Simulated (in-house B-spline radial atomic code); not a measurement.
**Functionals against NIST's ionisation energies down a group: C²⁺ to Pb²⁺**

Ionisation energies as differences of self-consistent total energies from a B-spline radial code for spherical atoms: all electrons, radial basis limit, scalar-relativistic (one-electron X2C), spin-polarised at highest spin, spherical densities; exact exchange is averaged over the determinants of each configuration. No spin-orbit coupling, Breit or QED terms. NIST's values run from ground level to ground level, so in open shells the differences also hold multiplet and fine-structure energies that spherical high-spin averages miss. Columns give computed minus NIST, in eV; a star marks a semi-empirical value. Species are left out where the tabulated value is theory, is uncertain by more than 0.12 eV, or (13 ions, such as In⁴⁺, Te⁴⁺ and Bi⁴⁺) lies off its series for all methods alike, which flatters the means a little.

| species | shell | NIST (eV) | PBE | RPBE | r2SCAN | B3LYP | LC-wPBE | revTPSS |
| --- | --- | --- | --- | --- | --- | --- | --- | --- |
| C²⁺ | 2s | 47.89 | -0.76 | -0.65 | -1.25 | -0.64 | -0.66 | -0.76 |
| Si²⁺ | 3s | 33.49 | -0.04 | -0.09 | -0.56 | +0.11 | -0.19 | -0.28 |
| Ge²⁺ | 4s | 34.06 | +0.35 | +0.16 | -0.01 | +0.44 | -0.01 | -0.05 |
| Sn²⁺ | 5s | 30.51 | +0.17 | -0.01 | -0.21 | +0.24 | -0.35 | -0.22 |
| Pb²⁺ | 6s | 31.94 | +0.17 | 0.00 | -0.06 | +0.16 | -0.39 | -0.14 |

Task: How do the methods rank, and which species is hardest?

Result: Mean absolute (signed) differences: RPBE 0.18 (-0.12) eV; revTPSS 0.29 (-0.29) eV; PBE 0.30 (-0.02) eV; B3LYP 0.32 (+0.06) eV; LC-wPBE 0.32 (-0.32) eV; r2SCAN 0.42 (-0.42) eV. For C²⁺, which loses a 2s electron, the nearest method is off by -0.64 eV, the largest such miss.
